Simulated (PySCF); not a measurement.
## Magnetic susceptibility: `Cc1c[se]c(C(=O)O)c1`, C6H6O2Se

Geometry:
| atom | x (Å) | y (Å) | z (Å) |
| --- | --- | --- | --- |
| C1 | -2.486 | -0.697 | 0.248 |
| C2 | -1.194 | 0.005 | -0.013 |
| C3 | -1.100 | 1.279 | -0.498 |
| Se4 | 0.641 | 1.864 | -0.712 |
| C5 | 1.141 | 0.187 | -0.071 |
| C6 | 2.548 | -0.135 | 0.065 |
| O7 | 3.014 | -1.174 | 0.460 |
| O8 | 3.312 | 0.912 | -0.317 |
| C9 | 0.061 | -0.601 | 0.224 |
| H10 | -2.552 | -0.988 | 1.296 |
| H11 | -2.549 | -1.602 | -0.355 |
| H12 | -3.331 | -0.057 | 0.008 |
| H13 | -1.934 | 1.914 | -0.743 |
| H14 | 4.252 | 0.701 | -0.221 |
| H15 | 0.174 | -1.601 | 0.607 |

Theory: GIAO B3LYP/pcSseg-1 magnetisability, rotational g tensor and spin-rotation constants, non-relativistic, gas phase (PySCF). Geometry: GFN2-xTB.

The calculation is non-relativistic, which matters for the atoms heavier than Zn.

Task: What are the magnetisability and the molar susceptibility?

Result: Isotropic -1508 × 10⁻³⁰ J/T², or -90.8 × 10⁻⁶ cm³/mol; principal values -2035, -1303, -1186 × 10⁻³⁰ J/T², anisotropy 797 × 10⁻³⁰ J/T² (root of half the summed squared differences of the principal values). The susceptibility is in cgs units.

Task: Split it along the inertial axes a, b, c into diamagnetic and paramagnetic parts about the centre of mass, with the quadrupole moment.

Result: 
| axis | χ (10⁻⁶ cm³/mol) | diamagnetic (10⁻⁶ cm³/mol) | paramagnetic (10⁻⁶ cm³/mol) | summed x² of all electrons (Å²) | quadrupole Θ (D Å) |
| --- | --- | --- | --- | --- | --- |
| a | -76.7 | -725.4 | 648.7 | 291.8 | +11.74 |
| b | -73.2 | -1303.7 | 1230.5 | 155.5 | -5.83 |
| c | -122.6 | -1897.5 | 1775.0 | 15.5 | -5.91 |

Anisotropies 2χaa − χbb − χcc = +42.4 and 2χbb − χaa − χcc = +52.9 × 10⁻⁶ cm³/mol. Θ is traceless in Buckingham's convention.

Task: And the rotational g tensor?

Result: 
```tsv
axis	rotational constant (GHz)	g	nuclear part	electronic part
a	1.7918	-0.0350	0.5110	-0.5460
b	0.9977	-0.0163	0.5605	-0.5768
c	0.6434	+0.0044	0.5410	-0.5365
```
Asymmetric top; isotopes 12C, 1H, 16O, 80Se; no vibrational averaging.
